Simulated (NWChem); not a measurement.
System: Si$_{2}$H$_{4}$, singlet; SMILES [SiH3][SiH]

Input file for NWChem:

```
start job
memory heap 200 mb stack 900 mb global 1100 mb
geometry units angstroms noautoz
  Si     0.124823     1.337302     0.486134
  H      1.181604     1.355610    -0.626344
  Si    -0.088778    -1.018395     0.114251
  H      1.246953    -1.672660     0.322424
  H     -0.497344    -1.251111    -1.312230
  H     -1.083010    -1.703476     0.998124
end
basis spherical
  * library def2-svpd
end
dft
  xc xcamb88 1.00 lyp 0.81 vwn_5 0.19 hfexch 1.00
  cam 0.33 cam_alpha 0.19 cam_beta 0.46
  iterations 150
end
tddft
  cis
  nroots 8
  notriplet
end
task tddft energy
```

NWChem printed, in part:

```
             Northwest Computational Chemistry Package (NWChem) 7.3.0
             --------------------------------------------------------

 C1  symmetry detected

                             Geometry "geometry" -> ""
                             -------------------------

 Output coordinates in angstroms (scale by  1.889725989 to convert to a.u.)

  No.       Tag          Charge          X              Y              Z
 ---- ---------------- ---------- -------------- -------------- --------------
    1 Si                  14.0000    -0.08044544     1.32262356     0.00015958
    2 H                    1.0000     1.45383055     1.29568789    -0.00030922
    3 Si                  14.0000    -0.02805964    -1.07121988     0.00014708
    4 H                    1.0000     0.72523301    -1.54705463     1.20915802
    5 H                    1.0000     0.71343014    -1.54205425    -1.21822843
    6 H                    1.0000    -1.37342258    -1.72623049     0.00508642

 Effective nuclear repulsion energy (a.u.)      73.5760390465

                                 NWChem DFT Module
                                 -----------------

 Summary of "ao basis" -> "ao basis" (spherical)
 ------------------------------------------------------------------------------
       Tag                 Description            Shells   Functions and Types
 ---------------- ------------------------------  ------  ---------------------
 Si                        def2-svpd                10       24   5s3p2d
 H                         def2-svpd                 4        8   2s2p

            General Information
            -------------------
          SCF calculation type: DFT
          Wavefunction type:  closed shell.
          No. of atoms     :     6
          No. of electrons :    32
           Alpha electrons :    16
            Beta electrons :    16
          Charge           :     0
          Spin multiplicity:     1
          Use of symmetry is: off; symmetry adaption is: off
          Maximum number of iterations: 150
          AO basis - number of functions:    80
                     number of shells:    36
          Convergence on energy requested:  1.00D-06
          Convergence on density requested:  1.00D-05
          Convergence on gradient requested:  5.00D-04

              XC Information
              --------------
                     Hartree-Fock (Exact) Exchange  1.000
                   CAM-Becke88 Exchange Functional  1.000
                      VWN V Correlation Functional  0.190 local
              Lee-Yang-Parr Correlation Functional  0.810

           Range-Separation Parameters
           ---------------------------
           Alpha           :  0.19
           Beta            :  0.46
           Gamma           :  0.33
           Short-Range HF  :     F

             Grid Information
             ----------------
          Grid used for XC integration:  medium
          Radial quadrature: Mura-Knowles
          Angular quadrature: Lebedev.
          Tag              B.-S. Rad. Rad. Pts. Rad. Cut. Ang. Pts.
          ---              ---------- --------- --------- ---------
          Si                  1.10       88          11.0       590
          H                   0.35       45          12.0       434
          Grid pruning is: on
          Number of quadrature shells:   356
          Spatial weights used:  Erf1

      Superposition of Atomic Density Guess
      -------------------------------------

 Sum of atomic energies:        -579.47486222

      Non-variational initial energy
      ------------------------------

 Total energy =    -579.766522
 1-e energy   =    -949.338729
 2-e energy   =     295.996168
 HOMO         =      -0.213120
 LUMO         =      -0.096837

   convergence    iter        energy       DeltaE   RMS-Dens  Diis-err
 ---------------- ----- ----------------- --------- --------- ---------
 d= 0,ls=0.0,diis     1   -581.1039830707 -6.55D+02  9.46D-03  1.46D-01
 d= 0,ls=0.0,diis     2   -581.1250812657 -2.11D-02  2.42D-03  6.78D-03
 d= 0,ls=0.0,diis     3   -581.1266391974 -1.56D-03  6.41D-04  1.01D-03
 d= 0,ls=0.0,diis     4   -581.1268586690 -2.19D-04  2.14D-04  1.47D-05
 d= 0,ls=0.0,diis     5   -581.1268683556 -9.69D-06  4.11D-05  9.50D-07
 d= 0,ls=0.0,diis     6   -581.1268688126 -4.57D-07  1.18D-05  6.05D-08
 d= 0,ls=0.0,diis     7   -581.1268688485 -3.60D-08  2.32D-06  2.21D-09

         Total DFT energy =     -581.126868848518
      One electron energy =     -950.579004349980
           Coulomb energy =      339.070370003835
    Exchange-Corr. energy =      -43.194273548837
 Nuclear repulsion energy =       73.576039046464

 Numeric. integr. density =       32.000013442647

                       DFT Final Molecular Orbital Analysis
                       ------------------------------------

 Vector   14  Occ=2.000000D+00  E=-4.116612D-01
              MO Center=  4.6D-01, -1.3D+00, -1.1D-01, r^2= 2.2D+00
   Bfn.  Coefficient  Atom+Function         Bfn.  Coefficient  Atom+Function
  ----- ------------  ---------------      ----- ------------  ---------------
    46      0.342491  3 Si pz                65     -0.341692  5 H  s
    57      0.298782  4 H  s                 43      0.290097  3 Si pz
    40     -0.168416  3 Si pz                66     -0.066929  5 H  s
    50     -0.061720  3 Si d  1              58      0.058602  4 H  s
    55     -0.046596  3 Si d  1              73      0.037246  6 H  s

 Vector   15  Occ=2.000000D+00  E=-3.553932D-01
              MO Center=  1.4D-01,  5.2D-01,  6.9D-04, r^2= 3.3D+00
   Bfn.  Coefficient  Atom+Function         Bfn.  Coefficient  Atom+Function
  ----- ------------  ---------------      ----- ------------  ---------------
    25      0.320777  2 H  s                 12      0.259250  1 Si px
     9      0.254303  1 Si px                 3     -0.196696  1 Si s
    42     -0.193388  3 Si py                45     -0.193261  3 Si py
    73      0.187796  6 H  s                 26      0.166985  2 H  s
     6     -0.139844  1 Si px                10      0.138071  1 Si py

 Vector   16  Occ=2.000000D+00  E=-2.884370D-01
              MO Center= -1.3D-01,  1.0D+00,  1.0D-05, r^2= 3.4D+00
   Bfn.  Coefficient  Atom+Function         Bfn.  Coefficient  Atom+Function
  ----- ------------  ---------------      ----- ------------  ---------------
     3      0.341579  1 Si s                 13      0.317885  1 Si py
    10      0.299442  1 Si py                45     -0.233841  3 Si py
    12     -0.221895  1 Si px                42     -0.221776  3 Si py
     2      0.187388  1 Si s                  4      0.170823  1 Si s
     7     -0.158282  1 Si py                 9     -0.158673  1 Si px

[...]

                                NWChem TDDFT Module
                                -------------------

            General Information
            -------------------
           No. of orbitals :     160
            Alpha orbitals :      80
             Beta orbitals :      80
        Alpha frozen cores :       0
         Beta frozen cores :       0
     Alpha frozen virtuals :       0
      Beta frozen virtuals :       0
         Spin multiplicity :       1
    Number of AO functions :      80
        Use of symmetry is : off
      Symmetry adaption is : off
         Schwarz screening :  0.10D-07

              XC Information
              --------------
              Hartree-Fock (Exact) Exchange   1.00
            CAM-Becke88 Exchange Functional   1.00
               VWN V Correlation Functional   0.19 local
       Lee-Yang-Parr Correlation Functional   0.81
           Alpha           :  0.19
           Beta            :  0.46
           Gamma           :  0.33

             TDDFT Information
             -----------------
          Calculation type : Tamm-Dancoff TDDFT
         Wavefunction type : Restricted singlets
          No. of electrons :      32
           Alpha electrons :      16
            Beta electrons :      16
              No. of roots :       8
          Max subspacesize :    5600
            Max iterations :     100
               Target root :       1
           Target symmetry : none
      Symmetry restriction : off
                 Algorithm : Optimal
        Davidson threshold :  0.10D-03

    8 smallest eigenvalue differences (eV)
--------------------------------------------------------
  No. Spin  Occ  Vir  Irrep   E(Occ)    E(Vir)   E(Diff)
--------------------------------------------------------
    1    1   16   17 a        -0.288    -0.081     5.649
    2    1   15   17 a        -0.355    -0.081     7.471
    3    1   16   18 a        -0.288     0.036     8.816
    4    1   14   17 a        -0.412    -0.081     9.002
    5    1   13   17 a        -0.412    -0.081     9.008
    6    1   16   19 a        -0.288     0.045     9.061
    7    1   16   20 a        -0.288     0.074     9.865
    8    1   16   21 a        -0.288     0.075     9.879
--------------------------------------------------------

  Entering Davidson iterations
  Restricted singlet excited states

  Iter   NTrls   NConv    DeltaV     DeltaE      Time
  ----  ------  ------  ---------  ---------  ---------
    1      8       0     0.65E-01   0.10+100        6.4
    2     16       0     0.23E-01   0.12E-01        6.4
    3     24       0     0.11E-01   0.18E-02        6.4
    4     32       1     0.84E-02   0.53E-03        6.4
    5     39       2     0.51E-02   0.17E-03        6.1
    6     45       4     0.13E-02   0.26E-04        5.7
    7     49       7     0.46E-03   0.26E-05        4.9
    8     50       7     0.16E-03   0.32E-06        3.8
    9     51       8     0.83E-04   0.25E-07        3.8
  ----  ------  ------  ---------  ---------  ---------
  Convergence criterion met

  Ground state a        -581.126868848518 a.u.

  ----------------------------------------------------------------------------
  Root   1 singlet a              0.072197343 a.u.                1.9646 eV
  ----------------------------------------------------------------------------
     Transition Moments    X  0.00006   Y -0.00047   Z -0.37387
     Dipole Oscillator Strength                    0.0067279362
     Electric Quadrupole                           0.0000000243
     Magnetic Dipole                               0.0000009040
     Total Oscillator Strength                     0.0067288644

     Occ.   11  a   ---  Virt.   17  a       -0.05699
     Occ.   16  a   ---  Virt.   17  a        0.99221
  ----------------------------------------------------------------------------
  Root   2 singlet a              0.132851012 a.u.                3.6151 eV
  ----------------------------------------------------------------------------
     Transition Moments    X -0.00043   Y  0.00084   Z  0.26633
     Dipole Oscillator Strength                    0.0062824498
     Electric Quadrupole                           0.0000000266
     Magnetic Dipole                               0.0000015959
     Total Oscillator Strength                     0.0062840723

     Occ.   12  a   ---  Virt.   17  a        0.08886
     Occ.   13  a   ---  Virt.   17  a        0.08883
     Occ.   15  a   ---  Virt.   17  a        0.98604
  ----------------------------------------------------------------------------
  Root   3 singlet a              0.219754008 a.u.                5.9798 eV
  ----------------------------------------------------------------------------
     Transition Moments    X  0.04897   Y -0.03332   Z  0.21442
     Dipole Oscillator Strength                    0.0072495888
     Electric Quadrupole                           0.0000000295
     Magnetic Dipole                               0.0000002913
     Total Oscillator Strength                     0.0072499096

     Occ.   13  a   ---  Virt.   17  a        0.97042
     Occ.   13  a   ---  Virt.   25  a       -0.05380
     Occ.   14  a   ---  Virt.   17  a       -0.12788
     Occ.   15  a   ---  Virt.   17  a       -0.09530
     Occ.   15  a   ---  Virt.   21  a       -0.05298
     Occ.   16  a   ---  Virt.   18  a       -0.07030
     Occ.   16  a   ---  Virt.   19  a        0.08785
  ----------------------------------------------------------------------------
  Root   4 singlet a              0.219812745 a.u.                5.9814 eV
  ----------------------------------------------------------------------------
     Transition Moments    X -0.40203   Y  0.28680   Z  0.02347
     Dipole Oscillator Strength                    0.0358197539
     Electric Quadrupole                           0.0000002773
     Magnetic Dipole                               0.0000008995
     Total Oscillator Strength                     0.0358209308

     Occ.   13  a   ---  Virt.   17  a        0.13552
     Occ.   14  a   ---  Virt.   17  a        0.17021
     Occ.   16  a   ---  Virt.   18  a        0.59891
     Occ.   16  a   ---  Virt.   19  a       -0.73540
     Occ.   16  a   ---  Virt.   20  a       -0.12656
     Occ.   16  a   ---  Virt.   22  a       -0.14377
  ----------------------------------------------------------------------------
  Root   5 singlet a              0.224299856 a.u.                6.1035 eV
  ----------------------------------------------------------------------------
     Transition Moments    X -0.23113   Y -0.44128   Z  0.00242
     Dipole Oscillator Strength                    0.0371065996
     Electric Quadrupole                           0.0000002339
     Magnetic Dipole                               0.0000006031
     Total Oscillator Strength                     0.0371074366

     Occ.   13  a   ---  Virt.   17  a       -0.08882
     Occ.   14  a   ---  Virt.   17  a       -0.81042
     Occ.   15  a   ---  Virt.   22  a       -0.07323
     Occ.   15  a   ---  Virt.   24  a        0.06330
     Occ.   16  a   ---  Virt.   18  a        0.49194
     Occ.   16  a   ---  Virt.   19  a        0.23224
     Occ.   16  a   ---  Virt.   20  a       -0.07662
     Occ.   16  a   ---  Virt.   22  a       -0.08660
  ----------------------------------------------------------------------------
  Root   6 singlet a              0.235662181 a.u.                6.4127 eV
  ----------------------------------------------------------------------------
     Transition Moments    X -0.07448   Y  1.79183   Z -0.00133
     Dipole Oscillator Strength                    0.5052916696
     Electric Quadrupole                           0.0000003192
     Magnetic Dipole                               0.0000006170
     Total Oscillator Strength                     0.5052926057

     Occ.   13  a   ---  Virt.   17  a       -0.05417
     Occ.   14  a   ---  Virt.   17  a       -0.50161
     Occ.   15  a   ---  Virt.   19  a        0.16017
     Occ.   15  a   ---  Virt.   22  a        0.10454
     Occ.   15  a   ---  Virt.   24  a       -0.10309
     Occ.   16  a   ---  Virt.   18  a       -0.52487
     Occ.   16  a   ---  Virt.   19  a       -0.58238
     Occ.   16  a   ---  Virt.   20  a        0.18673
     Occ.   16  a   ---  Virt.   22  a       -0.11104
     Occ.   16  a   ---  Virt.   23  a        0.10991
     Occ.   16  a   ---  Virt.   24  a        0.07803
  ----------------------------------------------------------------------------
  Root   7 singlet a              0.245325835 a.u.                6.6757 eV
  ----------------------------------------------------------------------------
     Transition Moments    X -0.01027   Y  0.01724   Z  0.24713
     Dipole Oscillator Strength                    0.0100541728
     Electric Quadrupole                           0.0000000667
     Magnetic Dipole                               0.0000004897
     Total Oscillator Strength                     0.0100547291

[...]
```

Level: CAM-B3LYP/def2-SVPD, TDA. Low-valent species are run as closed-shell singlets; no triplet was tried in these runs. Geometry: optimised at PBE0/def2-SVP.
